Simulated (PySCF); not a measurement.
## Polarisability and C₆ of Kr⁺ (krypton, charge +1)

[Ar] 3d10 4s2 4p5, 2P determinant. Calculation: PySCF 2.14, in aug-cc-pVQZ-PP with one added diffuse shell each of s, p, d, f, g type with ECP10MDF (8s7p6d4f3g, 114 functions); scalar relativity through the core potential. Coupled (time-dependent) response in atomic units; α is the mean over directions.

| method | mean α (bohr³) | α xx, yy, zz | C₆ (like pair) | S(−4) |
| --- | --- | --- | --- | --- |
| BHandHLYP | 10.73 | 10.33, 10.93, 10.93 | 65.51 | 21.13 |

S(−4) is the Cauchy moment in α(ω) = α(0) + S(−4) ω² + …

Spin-orbit coupling is absent.

α(iu) at BHandHLYP:

```tsv
u (hartree)	α(iu) (bohr³)
0	10.73
0.0500	10.68
0.100	10.52
0.200	9.955
0.300	9.150
0.500	7.331
0.750	5.365
1.00	3.955
1.50	2.320
2.00	1.506
3.00	0.7878
5.00	0.3409
```

A single London oscillator, α(iu) = α/(1 + u²/ω²), gives C₆ = (3/4) ω α². Matching the computed C₆ needs ω = 4 × 65.51 / (3 × 10.73²) = 0.759 hartree.

For an ion, C₆ is the dispersion term alone; charge-induced terms of lower order in 1/R come first.

The components differ because the open shell of this determinant is not spherical; for a pure term their mean is the scalar polarisability.

Energies and moments cover only the electrons outside the core potential.
